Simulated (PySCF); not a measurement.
Job file and geometry (Å, from GFN2-xTB) of an NMR shielding run on `CB1OCC(C#N)CO1`, C5H8BNO2, GIAO PBE0/pcSseg-1 NMR shielding, non-relativistic, gas phase (PySCF); density fitting, a coarse starting grid and PySCF grid level 2 are the driver's defaults:

```
$ OMP_NUM_THREADS=1 python probes_run.py task.json out

{"job": {"kind": "nmr", "xc": "PBE0", "basis": "pcSseg-1"}, "charge": 0, "multiplicity": 1}
C      2.838867    -0.447407     0.254766
B      1.269194    -0.222265     0.189915
O      0.796926     1.003565    -0.169437
C     -0.584498     1.249815    -0.246666
C     -1.364411     0.344909     0.725871
C     -2.784241     0.519670     0.569313
N     -3.910426     0.655233     0.429830
C     -0.950891    -1.113633     0.453328
O      0.445883    -1.260456     0.502073
H      3.332044     0.364230     0.780940
H      3.263006    -0.477128    -0.745404
H      3.086905    -1.381247     0.748050
H     -0.928151     1.071693    -1.274520
H     -0.745090     2.306198    -0.003402
H     -1.079139     0.605242     1.752945
H     -1.379270    -1.782759     1.207785
H     -1.313706    -1.423629    -0.535834
```

**Question.** What does the program print?

**Answer.** 
```
coarse grid: 14712 points
cycle   1  E = -424.7241878702  dE =  1.429e+00  |g| = 8.756e-01  |ddm| = 3.739e+00
cycle   2  E = -424.4561238596  dE =  2.681e-01  |g| = 1.461e+00  |ddm| = 1.870e+00
cycle   3  E = -424.8578045379  dE = -4.017e-01  |g| = 2.743e-01  |ddm| = 1.310e+00
cycle   4  E = -424.8725786911  dE = -1.477e-02  |g| = 8.558e-02  |ddm| = 2.195e-01
cycle   5  E = -424.8739522216  dE = -1.374e-03  |g| = 2.209e-02  |ddm| = 7.442e-02
cycle   6  E = -424.8740581164  dE = -1.059e-04  |g| = 3.985e-03  |ddm| = 1.813e-02
cycle   7  E = -424.8740616052  dE = -3.489e-06  |g| = 8.164e-04  |ddm| = 3.204e-03
final grid: 143632 points
cycle   8  E = -424.9459916206  dE = -3.567e-05  |g| = 1.237e-02  |ddm| = 2.818e-02
cycle   9  E = -424.9459653807  dE =  2.624e-05  |g| = 1.747e-02  |ddm| = 1.766e-02
cycle  10  E = -424.9460203386  dE = -5.496e-05  |g| = 1.390e-03  |ddm| = 1.075e-02
cycle  11  E = -424.9460207063  dE = -3.677e-07  |g| = 4.419e-04  |ddm| = 1.264e-03
cycle  12  E = -424.9460207378  dE = -3.152e-08  |g| = 2.152e-04  |ddm| = 4.070e-04
cycle  13  E = -424.9460207477  dE = -9.856e-09  |g| = 3.515e-05  |ddm| = 1.731e-04
cycle  14  E = -424.9460207480  dE = -2.678e-10  |g| = 9.275e-06  |ddm| = 3.716e-05
converged SCF energy = -424.9460207480

GIAO shielding tensors (ppm)
atom      isotropic    diamagn.    paramagn.     s11        s22        s33       span
  0 C      187.748     253.201     -65.453    181.381    182.981    198.882     17.501
  1 B       72.051     195.443    -123.392     50.382     72.569     93.201     42.820
  2 O      216.640     394.370    -177.730     97.588    218.084    334.249    236.661
  3 C      119.784     242.898    -123.114    101.338    106.241    151.773     50.436
  4 C      158.142     254.138     -95.996    148.260    153.803    172.363     24.103
  5 C       65.873     258.179    -192.306    -49.831    -47.406    294.856    344.687
  6 N      -40.261     339.513    -379.774   -212.122   -203.766    295.104    507.225
  7 C      119.762     242.863    -123.101    101.369    106.048    151.869     50.500
  8 O      213.261     393.967    -180.705     96.833    213.496    329.455    232.622
  9 H       31.553      29.839       1.713     27.257     29.535     37.867     10.610
 10 H       31.452      29.867       1.585     27.481     28.800     38.076     10.595
 11 H       31.628      29.980       1.648     27.038     29.998     37.847     10.809
 12 H       27.520      30.135      -2.615     23.178     27.120     32.262      9.084
 13 H       27.221      28.694      -1.473     22.418     27.478     31.766      9.348
 14 H       29.018      30.111      -1.093     25.370     27.941     33.744      8.374
 15 H       27.220      28.424      -1.203     22.423     27.474     31.765      9.342
 16 H       27.511      29.956      -2.445     23.196     27.096     32.240      9.044
```

Size and cost of the density-fitted run: 193 basis functions, 39 s wall time on 1 thread of an Arm Neoverse V1, shared host; peak memory 0.85 GiB.
